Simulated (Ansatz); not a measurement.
## Ansatz (development build ahead of 0.2.0) run

```yaml
crystal:
  periodic: [false, false, false]
  atoms:
    - { symbol: Al, position_ang: [0.0, 0.0, 0.0] }
    - { symbol: Cl, position_ang: [1.24855, 1.24855, 1.24855] }
    - { symbol: Cl, position_ang: [1.24855, -1.24855, -1.24855] }
    - { symbol: Cl, position_ang: [-1.24855, 1.24855, -1.24855] }
    - { symbol: Cl, position_ang: [-1.24855, -1.24855, 1.24855] }
basis:
  gaussian: { orbitals: def2-TZVP }
total_charge: -1
hamiltonian:
  xc: hf
correlation:
  method: mp2
  frozen_orbitals: { Al: 5, Cl: 5 }
```

The input is written out in the form of the current development build from the run's settings.

Output:

```
Converged                       : yes
Reference energy                : -2080.36958 hartree
Correlation energy              : -0.82267 hartree
Total energy                    : -2081.19225 hartree
Spin squared of the determinant : 0.000
```

Caution: no diffuse functions for an anion.
